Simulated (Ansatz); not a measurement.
Compare A (`C1NC[SiH2]N1`) with its isomer B (`NC(N)=C[SiH3]`).

Gas-phase electronic energies from Ansatz, PBE0-D4/def2-TZVP geometries. CCSD(T)/CBS adds triple-zeta CCSD(T) − MP2 to the extrapolated MP2 energy (def2 sets, frozen cores). Functionals use def2-TZVPP. B3LYP here is the variant with VWN-RPA as its local correlation; programs differ in this. Each species was taken in one conformer, which may not be the lowest.

Question: Which isomer does CCSD(T)/CBS put lower? Give the gap. (An estimate is asked.)

Answer: Computed: A, by 8.5 kcal/mol.

Question: Give E(B) − E(A) in kcal/mol with PBE-D4, B3LYP-D4, B3LYP, HF/def2-TZVPP, MP2/def2-TZVPP, PBE0-D4, CCSD/def2-TZVPP. (Estimate.)

Answer: Computed: PBE-D4 4.3, B3LYP-D4 4.3, B3LYP 3.4, HF/def2-TZVPP 6.0, MP2/def2-TZVPP 9.0, PBE0-D4 7.3, CCSD/def2-TZVPP 9.0. None reverses the order clearly.

Largest T1 diagnostic: 0.012.

The D4 term adds +0.9 kcal/mol with B3LYP and +0.4 kcal/mol with PBE0; it sums over pairs of atoms, weighted by their polarisabilities, and B3LYP, whose exchange is more repulsive, gets the larger term. In def2-TZVPP, CCSD(T) changes the Hartree–Fock value by +2.2 kcal/mol (the triples alone add −0.8 kcal/mol) and MP2 by +3.0 kcal/mol.
